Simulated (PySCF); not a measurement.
Molecule: `CO[SiH2]CCC`, C4H12OSi.

Geometry:
```
atom   x (Å)   y (Å)   z (Å)
  C1  -2.862   0.126  -0.074
  C2  -1.399   0.459  -0.322
  C3  -0.584  -0.731  -0.829
 Si4   1.229  -0.362  -1.085
  O5   1.821   0.137   0.394
  C6   3.134   0.567   0.612
  H7  -3.422   1.002   0.288
  H8  -2.965  -0.671   0.681
  H9  -3.353  -0.228  -0.995
 H10  -1.328   1.287  -1.049
 H11  -0.940   0.837   0.607
 H12  -0.651  -1.574  -0.117
 H13  -0.996  -1.108  -1.784
 H14   1.435   0.725  -2.100
 H15   1.972  -1.575  -1.559
 H16   3.389   1.452   0.000
 H17   3.247   0.846   1.671
 H18   3.874  -0.224   0.390
```

Geometry PBE0-D3(BJ)/def2-SVP throughout; GIAO in PySCF, gas phase, one conformer, non-relativistic; equivalent atoms averaged; basis pcSseg-1.

For orientation, WP04 gives these shifts δ (against TMS, H2O at the same level): C1 21.2, C2 22.7, C3 17.5, Si4 -17.2, O5 -1.4, H14/H15 4.03, H16/H17/H18 3.43, H10/H11 1.31, H12/H13 0.44 ppm.

A run gave: C1 21.7, C2 23.5, C3 20.6, Si4 -12.2, O5 17.1, H14/H15 4.84, H16/H17/H18 3.76, H10/H11 1.44, H12/H13 0.57 ppm (shifts δ (against TMS, H2O at the same level)).

Question: Which functional was used in that run?
A. BLYP
B. B3LYP
C. B97-2
D. LDA
E. PBE

Answer: A. H14/H15 tells them apart best: BLYP gives 4.84, LDA gives 5.24, PBE gives 4.99, B3LYP gives 4.67, B97-2 gives 4.66 ppm.
